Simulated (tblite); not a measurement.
Compound: C3H7F3OSi.
SMILES with atom numbers: `[CH3:1][C@H:2]([SiH3:3])[O:4][C:5]([F:6])([F:7])[F:8]` (hydrogens: H9, H10, H11 on C1; H12 on C2; H13, H14, H15 on Si3)

Structure used (GFN2-xTB), in Å, numbered top down from 1:
```xyz
15
C3H7F3OSi angstrom
C     -0.7321   -0.9914    1.0672
C     -0.2657    0.1670    0.2023
Si    -1.5436    0.7711   -1.0975
O      0.8695   -0.2516   -0.6259
C      2.0562    0.0229   -0.1571
F      2.2967    1.3472   -0.0196
F      2.3190   -0.4945    1.0608
F      2.9929   -0.4452   -0.9783
H     -1.6018   -0.6787    1.6390
H      0.0436   -1.3117    1.7607
H     -1.0074   -1.8362    0.4411
H      0.0709    0.9890    0.8410
H     -0.9528    1.9050   -1.8020
H     -2.7452    1.1647   -0.3593
H     -1.8047   -0.3497   -1.9943
```

Calculated harmonic vibrations of the isolated species, GFN2-xTB (tblite), most abundant isotopes, no scaling. Errors from tens to a few hundred cm⁻¹ against measured bands are possible. Modes of hydrogen on silicon can be 10 to 20 % off. One conformer, not necessarily the lowest.

Harmonic wavenumbers (cm⁻¹): 31.4, 75.0, 101.7, 156.0, 185.1, 198.9, 274.2, 337.0, 385.2, 429.5, 506.5, 550.1, 567.9, 581.5, 590.8, 716.7, 749.8, 761.6, 779.1, 832.5, 938.0, 988.4, 1004.7, 1060.7, 1097.5, 1119.4, 1242.3, 1256.8, 1312.2, 1407.5, 1481.0, 1495.2, 2269.4, 2304.2, 2312.2, 2929.0, 3026.1, 3045.5, 3046.8.

A = 2842, B = 1041, C = 904.2 MHz; mass 144.022 u (most abundant isotopes); point group C1, symmetry number 1.

Task: What is the zero-point energy?

Result: Half the sum of the wavenumbers: 21074 cm⁻¹ = 60.25 kcal/mol.

Task: What is S at 350 K and 1 bar for an ideal gas of classical rigid rotors and harmonic oscillators?

Result: Translation 41.63, rotation 29.65, vibration 34.45: S = 105.7 cal/(mol K).

Task: And Cp and H(350 K) − H(0)?

Result: Cp = 41.97 cal/(mol K), of which vibrations give 34.02 (their classical limit is 39 R = 77.5); H(350 K) − H(0) = 8.97 kcal/mol without the zero-point energy, 6.19 from vibrations.

Task: Which modes carry the vibrational entropy at 350 K?

Result: 31.4 cm⁻¹: 6.06; 75.0 cm⁻¹: 4.33; 101.7 cm⁻¹: 3.73; 156.0 cm⁻¹: 2.90; 185.1 cm⁻¹: 2.58; 198.9 cm⁻¹: 2.44 cal/(mol K); the other 33 give 12.40 together.

Task: What must be added to the electronic energy to get the Gibbs energy at 350 K and 1 bar?

Result: ZPE + [H(350 K) − H(0)] − T·S = 60.25 + 8.97 − 37.00 = 32.22 kcal/mol.

Task: How do the functions run with temperature in this model?

Result: 
```tsv
T (K)	S (cal/(mol K))	Cp (cal/(mol K))	H − H(0) (kcal/mol)	G − H(0) (kcal/mol)	ln q(vib)
50	59.5	13.2	0.51	-2.46	0.72
100	70.4	18.5	1.31	-5.73	1.97
298.15	99.3	37.6	6.91	-22.72	7.11
373.15	108.5	43.8	9.96	-30.51	9.02
500	122.5	52.0	16.06	-45.18	12.17
750	145.8	62.7	30.51	-78.82	17.96
1000	164.8	69.3	47.06	-117.71	23.16
```

q(vib) and H(0) count from the zero-point level.

Task: Blend soft modes into free rotors: weight 1/[1 + (100 cm⁻¹/ν̃)⁴] for the oscillator and the rest for a rotor with moment μB/(μ + B), μ = h/(8π²ν), B = 10⁻⁴⁴ kg m². What vibrational entropy results?

Result: 31.37 cal/(mol K) in place of 34.45, which changes −T·S at 350 K by +1.07 kcal/mol.

Hindered rotation and anharmonicity are outside this model. Other conformers, if any are populated, would add a mixing term that is left out. The structure is chiral; the term R ln 2 for an equal mix with its mirror image is left out.

On an Arm Neoverse N1 with one thread, shared host with 64 logical CPUs at a one-minute load of 56, this took 0.76 s. The figure is for the frequency step alone.
